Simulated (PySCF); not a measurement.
C₃H₇NSi. Atoms are numbered in the order given.

```xyz
12

C      2.1964     1.5931     0.3624
C      1.5826     0.5552     0.4772
C      0.8223    -0.6968     0.5797
N     -0.1829    -0.8908    -0.4429
Si    -1.7486    -0.1337    -0.3844
H      2.7392     2.5151     0.2652
H      0.3342    -0.7316     1.5698
H      1.5335    -1.5419     0.5773
H      0.2203    -1.0284    -1.3645
H     -2.3350    -0.4236     0.9593
H     -2.5710    -0.7471    -1.4687
H     -1.7683     1.3547    -0.5725
```
Charge 0, spin multiplicity 1.

Coordinates come from a PBE0-D3(BJ)/def2-SVP optimisation. Other conformers were not sampled.

Method: PySCF with PBE/def2-TZVP.

Gas-phase values at a fixed geometry.

Computed frontier levels, gap, dipole moment and polarisability:
| Quantity | Result |
|---|---|
| highest occupied level | -5.80 eV |
| lowest empty level | -0.69 eV |
| orbital gap | 5.11 eV |
| dipole moment | 0.84 D |
| quadrupole, principal values (traceless, Buckingham form, about the centre of nuclear charge) | -2.50, 0.91, 1.60 D·Å |
| mean static polarisability | 69.4 bohr³ (10.29 Å³) |
| polarisability, principal values | 55.5, 64.6, 88.2 bohr³ |
